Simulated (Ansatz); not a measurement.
Ansatz (an electronic-structure program) input (wB97M-V/def2-TZVPD):

Ansatz 0.2 input:
```yaml
crystal:
  periodic: [false, false, false]
  atoms:
    - {symbol: C, position_ang: [-0.30641260, -1.52664441, -1.50512838]}
    - {symbol: Sn, position_ang: [0.00000000, 0.00000000, -0.00000000]}
    - {symbol: C, position_ang: [-0.09596537, 1.95561217, -0.92537287]}
    - {symbol: C, position_ang: [-1.54082216, -0.15885610, 1.51346460]}
    - {symbol: C, position_ang: [1.94320013, -0.27011166, 0.91703665]}
    - {symbol: H, position_ang: [-1.28195615, -1.40164953, -1.97470580]}
    - {symbol: H, position_ang: [-0.26040902, -2.51665554, -1.05172620]}
    - {symbol: H, position_ang: [0.46341123, -1.45738449, -2.27349433]}
    - {symbol: H, position_ang: [0.05688731, 2.73362630, -0.17761491]}
    - {symbol: H, position_ang: [-1.07008616, 2.10414948, -1.39103075]}
    - {symbol: H, position_ang: [0.67528122, 2.04841452, -1.68981928]}
    - {symbol: H, position_ang: [-2.52471116, -0.02461404, 1.06429492]}
    - {symbol: H, position_ang: [-1.50316403, -1.13962004, 1.98727452]}
    - {symbol: H, position_ang: [-1.39773769, 0.60486278, 2.27771077]}
    - {symbol: H, position_ang: [2.00441262, -1.25162778, 1.38681431]}
    - {symbol: H, position_ang: [2.72823287, -0.19235673, 0.16504619]}
    - {symbol: H, position_ang: [2.10983896, 0.49285505, 1.67725056]}
basis:
  gaussian:
    orbitals: def2-TZVPD
hamiltonian:
  xc: {name: wB97M-V}
output: {forces: true}
```

Output:

```
Functional definition: wB97M-V
integrals: 0.43 GiB planned
1750 factors; their error is unknown
integrals: 0.47 GiB planned
723 factors; integrals over basis functions are off by at most 1.2e-6 eV
0.55 GiB of the device are held for the grids
2.32 GiB of device memory are held for the factors and their scratch space
mean field: 3.05 GiB planned
mean field evaluation 1: about -10162.7407 eV, gradient 6.8e1 eV
mean field evaluation 2: about -10167.1959 eV, gradient 5.1e1 eV
mean field evaluation 4: about -10172.9691 eV, gradient 1.2e0 eV
mean field evaluation 8: about -10172.9815 eV, gradient 5.2e-1 eV
mean field evaluation 16: about -10172.9819 eV, gradient 2.6e-6 eV
mean field -10172.98189626 eV, -373.8501891929 hartree, gradient 3.6e-6 eV, S^2 0.000000; 0 other end points of the search recorded, 0 dependent functions left out
the calculation of the forces begins
reference -10172.98198883 eV, -373.8501925946 hartree; 29, 29 occupied and 283, 283 virtual orbitals, 1750 factors
Total energy: -10172.98198883 eV, -373.8501925946 hartree
Atom 0 at    -0.306413    -1.526644    -1.505128 Å, force     0.044407     0.221248     0.218129 eV/Å
Atom 1 at     0.000000     0.000000    -0.000000 Å, force    -0.000000     0.000000    -0.000000 eV/Å
Atom 2 at    -0.095965     1.955612    -0.925373 Å, force     0.013908    -0.283415     0.134109 eV/Å
Atom 3 at    -1.540822    -0.158856     1.513465 Å, force     0.223303     0.023022    -0.219338 eV/Å
Atom 4 at     1.943200    -0.270112     0.917037 Å, force    -0.281617     0.039146    -0.132901 eV/Å
Atom 5 at    -1.281956    -1.401650    -1.974706 Å, force     0.012306    -0.006168     0.001943 eV/Å
Atom 6 at    -0.260409    -2.516656    -1.051726 Å, force    -0.001521     0.008924    -0.010550 eV/Å
Atom 7 at     0.463411    -1.457384    -2.273494 Å, force    -0.011318    -0.005413     0.005987 eV/Å
Atom 8 at     0.056887     2.733626    -0.177615 Å, force    -0.002350    -0.004797    -0.012834 eV/Å
Atom 9 at    -1.070086     2.104149    -1.391031 Å, force     0.012904     0.003723     0.003590 eV/Å
Atom 10 at     0.675281     2.048415    -1.689819 Å, force    -0.010720     0.004477     0.007634 eV/Å
Atom 11 at    -2.524711    -0.024614     1.064295 Å, force     0.008800    -0.002283     0.010517 eV/Å
Atom 12 at    -1.503164    -1.139620     1.987275 Å, force    -0.005027     0.012809    -0.001976 eV/Å
Atom 13 at    -1.397738     0.604863     2.277711 Å, force    -0.006454    -0.010803    -0.005907 eV/Å
Atom 14 at     2.004413    -1.251628     1.386814 Å, force     0.004869     0.012493    -0.003670 eV/Å
Atom 15 at     2.728233    -0.192357     0.165046 Å, force    -0.004928    -0.001844     0.012867 eV/Å
Atom 16 at     2.109839     0.492855     1.677251 Å, force     0.003442    -0.011119    -0.007601 eV/Å
Dipole moment:     0.000000    -0.000000     0.000000 e Å
```
